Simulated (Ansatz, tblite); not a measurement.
Adding an electron: Cu₄O⁺. Charge 1, multiplicity 2. Geometry: B3LYP-D4/def2-SVP. Ansatz, gas phase; energy differences of separate SCF runs; the reduced species is a singlet (the triplet lies 0.79 eV higher at PBE0-D4/def2-TZVP).

Cartesian coordinates in Å:
```
O 0.752 0.263 0.985
Cu -0.446 1.468 0.171
Cu -1.059 -0.370 -1.387
Cu -0.582 -1.069 0.951
Cu 1.335 -0.292 -0.719
```

The xTB rows come from tblite. The structure comes from a short search, and lower isomers may exist.

| level | −HOMO (eV) | −LUMO (eV) | vertical EA (eV) | HOMO–LUMO gap (eV) |
| --- | --- | --- | --- | --- |
| PBE-D4/def2-TZVP | 9.61 | 9.02 | 6.47 | 0.59 |
| r2SCAN-D4/def2-TZVP | 9.62 | 8.69 | 6.27 | 0.93 |
| PBE0-D4/def2-TZVP | 10.48 | 7.82 | 6.24 | 2.66 |

Question: Estimate the rows for GFN1-xTB, GFN2-xTB.

Answer: 
| level | −HOMO (eV) | −LUMO (eV) | vertical EA (eV) | HOMO–LUMO gap (eV) |
| --- | --- | --- | --- | --- |
| GFN1-xTB | – | – | 12.65 | – |
| GFN2-xTB | – | – | 10.69 | – |

  HOMO and LUMO are the levels of the spin that leaves or enters (xTB has no such levels and no spin-polarisation term). Other spin states of the ions may lie lower, which would lower the ionisation energy or raise the affinity. Raw xTB energy differences between charge states are shifted by several eV; the methods need an empirical correction for them.
